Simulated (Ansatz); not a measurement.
The cluster Si₄O₉H₂. The state is a singlet with charge 0. Geometry PBE-D4/def2-SVP, basis def2-TZVP, Ansatz.

```xyz
15

Si    1.979   -0.624   -0.256
Si    0.045   -0.626    1.590
Si   -0.481    1.451    0.154
Si   -1.560   -1.055   -0.671
O     0.962   -1.859   -0.951
O     3.497   -0.557   -0.532
O    -0.494    0.913    1.813
O    -0.256   -1.456   -1.672
O    -0.657    3.060   -0.010
O    -1.738    0.622   -0.569
O     0.929    0.750   -0.354
O     1.595   -1.008    1.536
O    -1.132   -1.553    0.923
H    -2.824   -1.670   -1.124
H     0.134    3.613    0.122
```

```csv
run,HOMO (eV),LUMO (eV)
A,-6.35,-4.47
B,-6.16,-4.68
C,-7.47,-3.94
D,-8.82,-3.14
```

The structure holds one bond between oxygen atoms, so isomers without such links may lie far lower. The structure comes from a short search, and lower isomers may exist.

Q: The runs used BHLYP, PBE, PBE0, r2SCAN. Estimate which is which.

A: A r2SCAN (0 % exact exchange); B PBE (0 % exact exchange); C PBE0 (25 % exact exchange); D BHLYP (50 % exact exchange). Exact exchange lowers occupied and raises empty levels; among semilocal functionals meta-GGAs tend to open the gap a little, and such runs are hard to tell apart. The gap grows from 1.48 eV (PBE) to 5.68 eV (BHLYP).
